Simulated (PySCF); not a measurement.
SMILES C[SiH](C)[OH+][SiH](C)C (C₄H₁₅OSi₂ (cation, charge +1)), singlet (GFN2-xTB optimised geometry):

```
22

C     -1.418     0.825     2.352
Si    -1.518     0.738     0.471
C     -1.159     2.344    -0.457
O     -0.080    -0.250     0.000
Si     0.256    -2.025     0.000
C      2.144    -2.025     0.000
C     -0.576    -2.649    -1.574
H     -1.444    -0.161     2.811
H     -2.255     1.387     2.756
H     -0.509     1.320     2.691
H     -2.561    -0.110    -0.088
H     -1.042     2.189    -1.528
H     -1.980     3.042    -0.329
H     -0.263     2.844    -0.092
H      0.659     0.279    -0.317
H     -0.390    -2.370     1.258
H      2.561    -1.484     0.847
H      2.561    -1.593    -0.909
H      2.519    -3.042     0.062
H     -1.644    -2.444    -1.583
H     -0.457    -3.724    -1.670
H     -0.148    -2.200    -2.469
```

Computed with PySCF 2.14.0 with CAM-B3LYP/def2-SVP.

Problem. What are the frontier orbital energies?

Solution. HOMO-2 -15.04 eV, HOMO-1 -14.76 eV, HOMO -14.46 eV, LUMO -3.24 eV, LUMO+1 -2.05 eV.

On the same geometry PBE/def2-SVP in PySCF gives HOMO-2 -12.25 eV, HOMO-1 -12.04 eV, HOMO -11.71 eV, LUMO -5.25 eV, LUMO+1 -4.04 eV.

Meta-Löwdin charges at CAM-B3LYP/def2-SVP: C1 -0.55, Si2 0.98, C3 -0.55, O4 -0.62, Si5 0.98, C6 -0.55, C7 -0.55, H8 0.13, H9 0.14, H10 0.13, H11 -0.09, H12 0.13, H13 0.15, H14 0.13, H15 0.37, H16 -0.09, H17 0.13, H18 0.13, H19 0.15, H20 0.13, H21 0.14, H22 0.13.
